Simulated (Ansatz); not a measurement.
A nudged elastic band was laid between two geometries of ClFH5N2OZr (11 atoms, charge 0, multiplicity 2).

Level of theory: UHF/def2-SVP in Ansatz 0.2.0.

| Item | Value |
| --- | --- |
| movable images | 5 |
| climbing image | yes |
| spring | 5.0 eV/Å² |
| optimiser | quadratic models (default) |
| start path | through a guess of the saddle point |
| force threshold | 0.05 eV/Å |
| iteration limit | 60 |
| end points | relaxed |

Initial state:

```xyz
11
Properties=species:S:1:pos:R:3
Zr -0.162 -0.240 0.111
F -0.571 -1.413 1.615
N 1.858 -0.129 -0.140
H 2.463 -0.929 -0.223
H 2.406 0.698 -0.301
N -1.084 1.566 -0.085
H -1.695 1.793 -0.851
H -1.053 2.347 0.547
Cl -1.060 -1.458 -1.771
O 0.405 0.953 2.294
H 0.420 0.231 2.929
```

Final state:

```xyz
11
Properties=species:S:1:pos:R:3
Zr -0.147 0.470 0.022
F 0.832 -0.728 2.215
N 1.896 0.480 -0.172
H 2.571 0.002 0.401
H 2.398 0.945 -0.911
N -0.975 2.006 -1.038
H -1.951 2.132 -1.248
H -0.475 2.786 -1.432
Cl -1.877 -1.177 0.766
O 0.244 -1.697 2.998
H -0.587 -1.801 2.524
```

(1) What changes between the two ends?

(2) What energy profile does the band end with?

Answers

(1) Bonds broken: Zr1–F2, Zr1–O10. Bonds formed: F2–O10.

(2) It did not converge within its limit. The highest image is number 4 of 0 to 6, 5.63 eV above the first end and 0.16 eV above the last; the last end lies 5.47 eV above the first. The band didn't meet its force threshold, so its energies are provisional: the largest band force was still 0.35 eV/Å, and over the last iterations the top stayed at 5.63 eV. Neighbouring images lie up to 2.9 Å apart, so the band is torn or far too coarse.

```json
{"image": "0", "path coordinate (Å)": "0.00", "energy (eV)": "0.00", "Zr1–F2 (Å)": "1.95", "Zr1–O10 (Å)": "2.55", "F2–O10 (Å)": "2.65"}
{"image": "1", "path coordinate (Å)": "2.90", "energy (eV)": "0.17", "Zr1–F2 (Å)": "1.96", "Zr1–O10 (Å)": "2.78", "F2–O10 (Å)": "2.56"}
{"image": "2", "path coordinate (Å)": "5.79", "energy (eV)": "0.21", "Zr1–F2 (Å)": "1.94", "Zr1–O10 (Å)": "4.03", "F2–O10 (Å)": "2.82"}
{"image": "3", "path coordinate (Å)": "8.69", "energy (eV)": "0.39", "Zr1–F2 (Å)": "1.95", "Zr1–O10 (Å)": "4.22", "F2–O10 (Å)": "2.73"}
{"image": "4", "path coordinate (Å)": "11.58", "energy (eV)": "5.63", "Zr1–F2 (Å)": "4.24", "Zr1–O10 (Å)": "3.58", "F2–O10 (Å)": "1.36"}
{"image": "5", "path coordinate (Å)": "14.19", "energy (eV)": "5.57", "Zr1–F2 (Å)": "3.65", "Zr1–O10 (Å)": "4.34", "F2–O10 (Å)": "1.36"}
{"image": "6", "path coordinate (Å)": "16.80", "energy (eV)": "5.47", "Zr1–F2 (Å)": "2.68", "Zr1–O10 (Å)": "3.70", "F2–O10 (Å)": "1.38"}
```

Run time: 15 min on 4 threads of Arm Neoverse V2, with other jobs on the host, peak memory 0.45 GiB.
